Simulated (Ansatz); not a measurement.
`[SiH3][CH2][GaH][Cl]` + CH₄ → `C[CH2][GaH][Cl]` + SiH₄ at 600 K and 1 bar (formal exchange of groups at a C–Si bond).

Calculated with Ansatz (gas phase, PBE0-D4/def2-TZVP geometries, no zero-point term in ΔE). CBS: MP2 limit from def2 TZ/QZ plus the TZ coupled-cluster correction, frozen cores. This one scheme is used for every species. For Ga outer-core shells are correlated without core-valence functions, which leaves a few kJ/mol of doubt a bond. Scalar relativity is left out up to krypton. One conformer a species, not always the lowest.

```json
{"species": "`[SiH3][CH2][GaH][Cl]`", "CCSD(T)/CBS energy (Eh)": "-2714.51621", "H − E (kJ/mol)": "220.1", "S (J/(mol·K))": "469.4"}
{"species": "CH₄", "CCSD(T)/CBS energy (Eh)": "-40.46206", "H − E (kJ/mol)": "140.4", "S (J/(mol·K))": "215.7"}
{"species": "`C[CH2][GaH][Cl]`", "CCSD(T)/CBS energy (Eh)": "-2463.48892", "H − E (kJ/mol)": "247.7", "S (J/(mol·K))": "436.2"}
{"species": "SiH₄", "CCSD(T)/CBS energy (Eh)": "-291.46306", "H − E (kJ/mol)": "108.7", "S (J/(mol·K))": "242.3"}
```

H − E and S are ideal-gas, rigid-rotor, harmonic terms from PBE0-D4/def2-TZVP, for one conformer and one mirror image of each species. 1 Eh = 2625.50 kJ/mol, R = 8.31446 J/(mol·K).

Problem. By hand: ΔE, ΔH, ΔS and ΔG.

Solution. ΔE = (-2463.48892) + (-291.46306) − (-2714.51621) − (-40.46206) = 0.02629 Eh = 69.0 kJ/mol. Δ(H − E) = 247.7 + 108.7 − 220.1 − 140.4 = -4.1, so ΔH = 64.9 kJ/mol. ΔS = 436.2 + 242.3 − 469.4 − 215.7 = -6.6 J/(mol·K). ΔG = 64.9 − 600 × (-6.6)/1000 = 68.9 kJ/mol.

Problem. By hand: the equilibrium constant, and the temperature at which ΔG would vanish if ΔH and ΔS stayed fixed.

Solution. log₁₀ K = −ΔG/(RT ln 10) = -6.0. ΔH and −TΔS have one sign here, so there is no such temperature.

The number of gas molecules stays the same, so ΔS is small and ΔH decides. A doubt of 5 kJ/mol in ΔE shifts log₁₀ K by 0.4 here. Other conformers and mirror images would add mixing entropy, several J/(mol·K) or more a flexible species. Modes under 60 cm⁻¹, often nearly free rotors, make the harmonic entropy too high. These are equilibria of isolated gas molecules and say nothing of rates. Largest T1 diagnostic: 0.012 (customary marks: 0.02 for closed shells, 0.045 for open ones).

ΔS is within the doubt of such terms, so its sign, and with it that verdict, could turn.
